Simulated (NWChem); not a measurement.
Species: KOH; SMILES [OH][K]

Results from NWChem. Structure relaxed at the PBE0/def2-SVP level. Level PBE/def2-TZVP: energy and gradient; each run changes one setting, and changes count from the defaults (medium grid, exact Coulomb integrals, symmetry on).

Question: Which setting moves the energy most, and by about how much (defaults; tight SCF thresholds and tolerances; Coulomb fitting, Weigend set; symmetry off; coarse grid)?

Answer: Coulomb fitting, Weigend set, by about 70 μHa.
```json
[
 {"setting": "defaults", "size of the energy change (μHa)": "< 10", "largest change of a gradient component (μHa/bohr)": "< 30", "time, defaults = 1 (rough)": "about 1"},
 {"setting": "symmetry off", "size of the energy change (μHa)": "< 10", "largest change of a gradient component (μHa/bohr)": "other frame", "time, defaults = 1 (rough)": "about 1"},
 {"setting": "coarse grid", "size of the energy change (μHa)": "20", "largest change of a gradient component (μHa/bohr)": "200", "time, defaults = 1 (rough)": "about 1"},
 {"setting": "Coulomb fitting, Weigend set", "size of the energy change (μHa)": "70", "largest change of a gradient component (μHa/bohr)": "90", "time, defaults = 1 (rough)": "0.1"},
 {"setting": "tight SCF thresholds and tolerances", "size of the energy change (μHa)": "< 10", "largest change of a gradient component (μHa/bohr)": "50", "time, defaults = 1 (rough)": "about 1"}
]
```
